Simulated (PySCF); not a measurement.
`C=C[P@@H+](/C=C\C)C(C)C`: 4 charge schemes on one density

Species: C8H16P (charge +1).
SMILES with atom numbers: `[CH2:1]=[CH:2][P@@H+:3](/[CH:4]=[CH:5]\[CH3:6])[CH:7]([CH3:8])[CH3:9]` (hydrogens: H10, H11 on C1; H12 on C2; H13 on P3; H14 on C4; H15 on C5; H16, H17, H18 on C6; H19 on C7; H20, H21, H22 on C8; H23, H24, H25 on C9)

Structure used (GFN2-xTB), in Å, numbered top down from 1:
```xyz
25
C8H16P angstrom
C      0.722    2.637   -0.633
C      0.532    1.766    0.348
P      0.024    0.067    0.069
C      1.056   -1.091    0.958
C      2.323   -1.365    0.644
C      3.081   -0.774   -0.477
C     -1.717   -0.197    0.574
C     -2.603    0.860   -0.080
C     -2.127   -1.615    0.179
H      0.586    2.376   -1.671
H      1.021    3.653   -0.433
H      0.673    2.027    1.390
H      0.073   -0.147   -1.294
H      0.570   -1.560    1.805
H      2.861   -2.085    1.249
H      3.987   -0.302   -0.097
H      2.493   -0.034   -1.021
H      3.404   -1.559   -1.161
H     -1.748   -0.087    1.666
H     -2.317    1.865    0.227
H     -2.543    0.797   -1.166
H     -3.639    0.700    0.208
H     -1.471   -2.365    0.618
H     -2.111   -1.732   -0.903
H     -3.139   -1.812    0.523
```

Density: PBE0/pcSseg-1 (PySCF); schemes: Mulliken, IAO, Hirshfeld and ESP-fitted. One conformer (not necessarily the lowest) at the GFN2-xTB geometry, without solvent, vibrations or thermal averaging.

Atoms with like bonding are taken together and averaged. Which atoms carry the highest charge in the Mulliken, IAO, Hirshfeld and ESP-fitted schemes?

All schemes agree: Mulliken P3 (+0.602); IAO P3 (+1.048); Hirshfeld P3 (+0.448); ESP-fitted P3 (+0.619).

At which atom do the 4 schemes differ most?

At C7: from -0.574 (Mulliken) to +0.078 e (ESP-fitted), 0.652 e apart.

What partial charge does each atom carry?

In e; atoms taken as equivalent share a row and are averaged (×n: the atom named and its like, n in all):

```json
{"atom": "C1", "environment": "terminal =CH2 carbon", "Mulliken": "-0.057", "IAO": "-0.224", "Hirshfeld": "-0.016", "ESP-fitted": "-0.220"}
{"atom": "C2", "environment": "alkene CH carbon", "Mulliken": "-0.398", "IAO": "-0.388", "Hirshfeld": "-0.071", "ESP-fitted": "-0.303"}
{"atom": "P3", "environment": "phosphonium phosphorus", "Mulliken": "+0.602", "IAO": "+1.048", "Hirshfeld": "+0.448", "ESP-fitted": "+0.619"}
{"atom": "C4", "environment": "alkene CH carbon", "Mulliken": "-0.388", "IAO": "-0.436", "Hirshfeld": "-0.099", "ESP-fitted": "-0.601"}
{"atom": "C5", "environment": "alkene CH carbon", "Mulliken": "-0.095", "IAO": "-0.032", "Hirshfeld": "+0.035", "ESP-fitted": "+0.217"}
{"atom": "C6", "environment": "allylic carbon", "Mulliken": "-0.243", "IAO": "-0.432", "Hirshfeld": "-0.098", "ESP-fitted": "-0.437"}
{"atom": "C7", "environment": "sp3 carbon bound to phosphorus", "Mulliken": "-0.574", "IAO": "-0.278", "Hirshfeld": "-0.034", "ESP-fitted": "+0.078"}
{"atom": "C8", "environment": "methyl carbon", "Mulliken": "-0.204", "IAO": "-0.426", "Hirshfeld": "-0.106", "ESP-fitted": "-0.493"}
{"atom": "C9", "environment": "methyl carbon", "Mulliken": "-0.215", "IAO": "-0.426", "Hirshfeld": "-0.103", "ESP-fitted": "-0.455"}
{"atom": "H10", "environment": "vinylic hydrogen", "Mulliken": "+0.153", "IAO": "+0.171", "Hirshfeld": "+0.074", "ESP-fitted": "+0.170"}
{"atom": "H11", "environment": "vinylic hydrogen", "Mulliken": "+0.177", "IAO": "+0.197", "Hirshfeld": "+0.089", "ESP-fitted": "+0.207"}
{"atom": "H12", "environment": "vinylic hydrogen", "Mulliken": "+0.186", "IAO": "+0.191", "Hirshfeld": "+0.075", "ESP-fitted": "+0.215"}
{"atom": "H13", "environment": "P–H hydrogen", "Mulliken": "+0.138", "IAO": "+0.011", "Hirshfeld": "+0.047", "ESP-fitted": "+0.086"}
{"atom": "H14", "environment": "vinylic hydrogen", "Mulliken": "+0.177", "IAO": "+0.185", "Hirshfeld": "+0.069", "ESP-fitted": "+0.246"}
{"atom": "H15", "environment": "vinylic hydrogen", "Mulliken": "+0.159", "IAO": "+0.188", "Hirshfeld": "+0.084", "ESP-fitted": "+0.132"}
{"atom": "H16/H17/H18", "environment": "methyl hydrogen", "Mulliken": "+0.162", "IAO": "+0.171", "Hirshfeld": "+0.065", "ESP-fitted": "+0.162"}
{"atom": "H19", "environment": "methine hydrogen", "Mulliken": "+0.193", "IAO": "+0.170", "Hirshfeld": "+0.066", "ESP-fitted": "+0.113"}
{"atom": "H20/H21/H22", "environment": "methyl hydrogen", "Mulliken": "+0.150", "IAO": "+0.161", "Hirshfeld": "+0.056", "ESP-fitted": "+0.160"}
{"atom": "H23/H24/H25", "environment": "methyl hydrogen", "Mulliken": "+0.150", "IAO": "+0.162", "Hirshfeld": "+0.059", "ESP-fitted": "+0.154"}
```

Mean size of the charges over all atoms: IAO 0.251 e, ESP-fitted 0.241 e, Mulliken 0.214 e, Hirshfeld 0.082 e. Each set sums to the total charge, 1, to within 0.001 e. The Hirshfeld scheme weights the molecular density at each point by an atom's share of the summed free-atom densities.

Some averages cover members that differ in this geometry: H20/H21/H22, ESP-fitted +0.137 to +0.195; H16/H17/H18, IAO +0.135 to +0.190; H23/H24/H25, ESP-fitted +0.135 to +0.181; H16/H17/H18, ESP-fitted +0.135 to +0.177 e.

Sum the charges by element, for elements with more than one atom.

| element | atoms | Mulliken | IAO | Hirshfeld | ESP-fitted |
| --- | --- | --- | --- | --- | --- |
| C | 8 | -2.174 | -2.643 | -0.492 | -2.215 |
| H | 16 | +2.573 | +2.595 | +1.044 | +2.596 |

How many electrons does the ESP-fitted scheme count on C7?

Z − q = 6 − (+0.078) = 5.922.

How closely do the schemes follow one another over all atoms?

Correlation coefficient and root-mean-square difference: IAO with Hirshfeld 0.97, 0.216 e; Mulliken with IAO 0.91, 0.137 e; IAO with ESP-fitted 0.91, 0.131 e; Hirshfeld with ESP-fitted 0.86, 0.198 e; Mulliken with Hirshfeld 0.84, 0.169 e; Mulliken with ESP-fitted 0.78, 0.179 e.
